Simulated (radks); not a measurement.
Results of a calculation; reference values are marked as such.
Ta30+, 43 electrons, occupied as [Kr] 4d7.

Level of theory: scalar-relativistic Kohn-Sham, exchange-only LDA, spin-polarised, spherical densities, point nucleus; open shells are filled with parallel spins first (spin-orbit coupling, left out, can overturn this in heavy ions) (a radial shooting solver on a logarithmic mesh with Libxc functionals).

Energy parts (eV):
part                  energy
total             -411851.65
kinetic            453882.76
electron-nucleus  -967818.57
Hartree            109057.56
exchange            -6973.40

Orbitals (lengths in bohr, moments of r in powers of bohr; r(max) is where P^2 peaks):
| orbital | occ. | eigenvalue (eV) | <r^4> | <1/r> | <r> | r(max) |
|---|---|---|---|---|---|---|
| 1s up | 1 | -68414.94 | 6.215e-07 | 85.40 | 0.01867 | 0.01168 |
| 1s down | 1 | -68414.82 | 6.215e-07 | 85.40 | 0.01867 | 0.01168 |
| 2s up | 1 | -12675.43 | 0.00009404 | 19.95 | 0.07901 | 0.06691 |
| 2s down | 1 | -12672.51 | 0.00009403 | 19.95 | 0.07900 | 0.06690 |
| 2p up | 3 | -11247.68 | 0.00007340 | 18.14 | 0.07061 | 0.05479 |
| 2p down | 3 | -11245.24 | 0.00007338 | 18.14 | 0.07060 | 0.05478 |
| 3s up | 1 | -3749.598 | 0.003386 | 7.421 | 0.2040 | 0.1885 |
| 3s down | 1 | -3747.592 | 0.003379 | 7.423 | 0.2039 | 0.1885 |
| 3p up | 3 | -3324.677 | 0.003596 | 6.873 | 0.2037 | 0.1862 |
| 3p down | 3 | -3322.553 | 0.003587 | 6.875 | 0.2036 | 0.1862 |
| 3d up | 5 | -2832.669 | 0.002743 | 6.497 | 0.1843 | 0.1515 |
| 3d down | 5 | -2829.986 | 0.002737 | 6.497 | 0.1842 | 0.1515 |
| 4s up | 1 | -1536.442 | 0.05881 | 3.418 | 0.4271 | 0.4132 |
| 4s down | 1 | -1529.516 | 0.05894 | 3.417 | 0.4272 | 0.4130 |
| 4p up | 3 | -1384.243 | 0.06969 | 3.181 | 0.4427 | 0.4273 |
| 4p down | 3 | -1377.414 | 0.06993 | 3.179 | 0.4430 | 0.4272 |
| 4d up | 5 | -1196.089 | 0.07735 | 2.958 | 0.4476 | 0.4254 |
| 4d down | 2 | -1189.284 | 0.07775 | 2.956 | 0.4479 | 0.4254 |

The highest occupied level is 4d down at -1189.3 eV. Summed over all electrons, <r^2> = 4.177 bohr^2, which gives a Langevin (diamagnetic) susceptibility term of -3.31 x 10^-6 cm^3/mol. The density falls to 0.001 e/bohr^3 at r = 1.21 bohr.
